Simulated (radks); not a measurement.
The rhenium ion Re10+, configuration [Xe] 4f9 6s2 (not the ground configuration).

Method: Dirac Kohn-Sham, LDA (Slater exchange, Perdew-Wang correlation), spin-unpolarised, spherical densities, point nucleus; open shells fill j = l - 1/2 first; computed with a radial shooting solver on a logarithmic mesh with Libxc functionals.

Energy parts (eV):
| part | energy |
|---|---|
| total | -453546.76 |
| kinetic | 513228.01 |
| electron-nucleus | -1120146.96 |
| Hartree | 161886.05 |
| exchange-correlation | -8513.85 |

Orbitals (lengths in bohr, moments of r in powers of bohr):
| orbital | occ. | eigenvalue (eV) | <r> |
|---|---|---|---|
| 1s1/2 | 2 | -71741.64 | 0.01804 |
| 2s1/2 | 2 | -12634.73 | 0.07563 |
| 2p1/2 | 2 | -12101.54 | 0.06250 |
| 2p3/2 | 4 | -10664.12 | 0.07058 |
| 3s1/2 | 2 | -3119.114 | 0.1971 |
| 3p1/2 | 2 | -2881.120 | 0.1871 |
| 3p3/2 | 4 | -2569.009 | 0.2020 |
| 3d3/2 | 4 | -2168.421 | 0.1766 |
| 3d5/2 | 6 | -2100.711 | 0.1812 |
| 4s1/2 | 2 | -836.5251 | 0.4353 |
| 4p1/2 | 2 | -736.8967 | 0.4384 |
| 4p3/2 | 4 | -660.8407 | 0.4696 |
| 4d3/2 | 4 | -496.6631 | 0.4780 |
| 4d5/2 | 6 | -482.1748 | 0.4880 |
| 4f5/2 | 6 | -273.8591 | 0.5065 |
| 4f7/2 | 3 | -270.7617 | 0.5117 |
| 5s1/2 | 2 | -273.1816 | 0.9267 |
| 5p1/2 | 2 | -237.6991 | 0.9752 |
| 5p3/2 | 4 | -220.7018 | 1.036 |
| 6s1/2 | 2 | -127.1581 | 1.759 |

The highest occupied level is 6s1/2 at -127.16 eV. Summed over all electrons, <r^2> = 23.82 bohr^2, which gives a Langevin (diamagnetic) susceptibility term of -18.9 x 10^-6 cm^3/mol.

Run on one thread of a shared host, so times are rough (Arm Neoverse V1): 0.17 s of CPU time, 0.17 s wall, 15 iterations on 2476 mesh points.
